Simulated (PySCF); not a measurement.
## C7H14GeO: core ionisation energies

Compound: C7H14GeO.
Structure used (PBE0-D3(BJ)/def2-SVP), in Å, numbered top down from 1:
```
atom  x, y, z in Å
C1     0.757   -1.384   -0.463
C2     0.211    0.035   -0.478
O3     1.136    0.884   -1.136
Ge4    2.613    1.527   -0.365
C5    -1.168    0.178   -1.187
C6    -1.984    0.796   -0.049
C7    -1.577   -0.095    1.144
C8    -0.203    0.570    0.910
C9    -1.002    1.837    0.531
H10    0.055   -2.089    0.004
H11    1.706   -1.434    0.093
H12    0.948   -1.717   -1.494
H13    3.432    2.070   -1.543
H14    2.246    2.654    0.621
H15    3.374    0.410    0.380
H16   -1.575   -0.789   -1.523
H17   -1.065    0.838   -2.060
H18   -3.036    1.042   -0.256
H19   -1.667   -1.188    1.042
H20   -2.034    0.229    2.091
H21    0.579    0.574    1.687
H22   -1.406    2.357    1.412
H23   -0.533    2.552   -0.162
```

Computed with PySCF, delta-SCF UKS SCAN, pcX-2 on the ionised atom, pcseg-1 elsewhere, spin-free X2C. Each binding energy is the total energy of the core-ionised species, with the hole localised on one atom, minus that of the ground state; both are solved self-consistently, so orbital relaxation is included.

What binding energy does each computed site have?

```
atom(s)                    environment  level  binding energy (eV)  above the level's lowest (eV)  count
     C1                  methyl carbon   C 1s               290.26                          +0.25      1
     C2     sp3 carbon bound to oxygen   C 1s               291.63                          +1.62      1
     O3      oxygen bonded to C and Ge   O 1s               536.98                           0.00      1
     C5                ring CH2 carbon   C 1s               290.01                           0.00      1
     C6  sp3 carbon at a ring junction   C 1s               290.36                          +0.35      1
     C7      four-membered-ring carbon   C 1s               290.29                          +0.28      1
     C8  sp3 carbon at a ring junction   C 1s               290.26                          +0.25      1
     C9      four-membered-ring carbon   C 1s               290.16                          +0.15      1
```

The listed C 1s values span 1.62 eV, from C5 (bonded to 2 C and 2 H) to C2 (bonded to O and 3 C). Summing the Pauling electronegativity differences to the bonded atoms, each weighted by its formal bond order, gives -0.70 for the lowest site and +0.89 for the highest; no listed site has a larger sum than the highest. The smallest sum, -1.05, belongs to C1, 0.25 eV above the lowest. The values 290.26, 290.26 and 290.29 eV lie too close for their order to be trusted.

What is the longest wavelength that can ionise C 1s of C7 vertically?

λ = hc/E = 12398.42 eV Å / 290.29 eV = 42.710 Å.

No level of germanium is listed. Geometry: PBE0-D3(BJ)/def2-SVP, one conformer, isolated molecule.
